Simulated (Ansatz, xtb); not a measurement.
# Two isomers of BCl2FHSi+

We compare X, `FB[Si+](Cl)Cl`, a singlet, with Y, `FB(Cl)[SiH+]Cl`, a singlet. Both are isolated ions in the gas phase, relaxed with PBE0-D3(BJ)/def2-SVP; the shapes shown needn't be the lowest conformers.

X (Å):

| atom | x (Å) | y (Å) | z (Å) |
| --- | --- | --- | --- |
| B | -3.2026 | -2.3498 | 1.0595 |
| Cl | 0.3150 | -2.0163 | 0.4864 |
| Cl | -1.7047 | 0.5540 | -0.3403 |
| F | -2.9366 | -3.5177 | 1.5242 |
| Si | -1.5225 | -1.2751 | 0.4028 |
| H | -4.2869 | -1.8442 | 0.9734 |

Y (Å):

```xyz
6

B    -1.1680    1.0459   -0.5400
Cl    0.1001    1.3218   -1.6692
Cl   -0.1827   -1.4340    1.6825
F    -2.0052    1.9209   -0.0999
Si   -1.0923   -0.9150   -0.0026
H    -1.4324   -2.0642   -0.8769
```

Estimate which is lower in electronic energy at CCSD(T)/def2-SVP + ΔMP2/def2-TZVPP, and by roughly how much.

Not settled: CCSD(T)/def2-SVP + ΔMP2/def2-TZVPP gives E(Y) − E(X) = +17.1 kJ/mol, but this leans on the basis-set step: CCSD(T) alone gives −2.6 kJ/mol.

Level by level:

| level | geometry | E(Y) − E(X) (kJ/mol) | departure from the last row (kJ/mol) | job, with rough time for the two |
| --- | --- | --- | --- | --- |
| GFN2-xTB | GFN2-xTB | +40.7 | +23.5 | optimisation, 0.9 s |
| HF/STO-3G | GFN2-xTB | −6.4 | −23.6 | single point, 1.4 s |
| r2SCAN-D4/def2-SVP | GFN2-xTB | −0.9 | −18.1 | single point, 9.6 s |
| PBE0-D3(BJ)/def2-SVP | PBE0-D3(BJ)/def2-SVP | −2.6 | −19.8 | optimisation, 2.6 min |
| HF/def2-SVP | PBE0-D3(BJ)/def2-SVP | +6.7 | −10.5 | part of the CCSD(T) run |
| MP2/def2-SVP | PBE0-D3(BJ)/def2-SVP | −2.1 | −19.3 | part of the CCSD(T) run |
| CCSD(T)/def2-SVP | PBE0-D3(BJ)/def2-SVP | −2.6 | −19.8 | single point |
| CCSD(T)/def2-SVP + ΔMP2/def2-TZVPP | PBE0-D3(BJ)/def2-SVP | +17.1 |  | single point, 54 s |

As drawn, Y has 1 B–Cl, 1 Si–H in place of 1 Cl–Si, 1 B–H.

HF/STO-3G, PBE0-D3(BJ)/def2-SVP, MP2/def2-SVP, CCSD(T)/def2-SVP put the two in the other order. r2SCAN-D4/def2-SVP finds them nearly level. The largest departure from CCSD(T)/def2-SVP + ΔMP2/def2-TZVPP is that of HF/STO-3G, 23.6 kJ/mol. The last row adds to CCSD(T) the change of the MP2 difference between the two basis sets, here +19.8 kJ/mol, a large step that makes the value less sure.

With harmonic frequencies from PBE0-D3(BJ)/def2-SVP (ideal gas, rigid rotor, one conformer each, 298.15 K, 1 atm): on the last row, ΔE + ΔZPE = +14.5 kJ/mol. A mode under 50 cm⁻¹ makes harmonic enthalpies and free energies unreliable, so none is given.

The correlated steps freeze 17 core orbitals. Programs: Ansatz 0.2.0, xtb 6.7.1; the last row on 1 thread of AMD EPYC (Zen 3) on a shared host.
